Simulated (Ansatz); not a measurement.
Cartesian coordinates in Å:
```
Si 0.480 1.193 -0.099
C 0.177 -0.234 1.096
O -0.857 -1.044 0.598
Zn -1.054 -1.642 -1.073
H -0.706 2.087 -0.164
H 1.698 2.007 0.173
H 0.621 0.545 -1.445
H 1.108 -0.800 1.252
H -0.112 0.148 2.084
H -1.355 -2.260 -2.423
```

The species carries charge 0 and has multiplicity 1.

Problem. List the ωB97M-V/def2-TZVPP orbital energies in eV (Ansatz 0.2.0). (Best estimate.)

Solution. The calculation gave: Occupied: -9465.49, -1806.81, -1156.73, -1017.17, -1017.17, -1017.07, -525.40, -282.33, -147.92, -136.59, -102.04, -102.02, -102.00, -91.97, -91.95, -91.81, -29.92, -21.29, -17.94, -17.35, -17.29, -17.24, -17.23, -17.11, -14.96, -14.22, -13.33, -12.18, -11.93, -11.49, -10.13, -9.37. Lowest empty: 0.94, 1.17, 1.48, 2.41, 2.82, 2.97, 3.24, 4.19.
